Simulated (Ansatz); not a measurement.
The first iterations of a band of BrH + FH3Si (7 atoms, charge 0, multiplicity 1).

All numbers below come from Ansatz, RKS BHLYP/def2-SVP.

- movable images: 7
- climbing image: yes
- spring: 50.0 eV/Å²
- optimiser: quadratic models (default)
- start path: through a guess of the saddle point
- force threshold: 0.05 eV/Å
- iteration limit: 60
- end points: relaxed

Image 0:

```xyz
7
Properties=species:S:1:pos:R:3
Si 0.423 0.000 -0.325
F -0.346 0.000 1.109
H 1.872 0.000 -0.055
H 0.018 1.216 -1.053
H 0.018 -1.216 -1.053
Br -3.476 0.000 2.537
H -2.141 0.000 2.054
```

Image 8:

```xyz
7
Properties=species:S:1:pos:R:3
Si -0.317 0.000 -0.562
F -0.200 0.002 3.020
H 0.710 -0.001 0.490
H -0.248 1.213 -1.396
H -0.249 -1.213 -1.396
Br -2.318 -0.001 0.469
H -1.009 0.001 2.587
```

| iteration | highest image above the first end (eV) | largest band force component (eV/Å) |
| --- | --- | --- |
| 1 | 2.817 | 6.899 |
| 2 | 2.056 | 2.940 |
| 3 | 1.739 | 1.662 |

Question: Does the band converge within its limit, and where does its top end?

Answer: It converged. It ended after 10 iterations with the highest image 1.683 eV above the first end. Another band between the same ends (7 images) ends at a top of the same energy, where a vibrational analysis finds 2 clearly imaginary modes. The orbitals stay closed-shell, which can raise the energy where a bond breaks towards radicals; this wasn't checked here.

Run time: 2.2 min on 2 threads of Arm Neoverse V2 (shared host), peak memory 0.17 GiB.
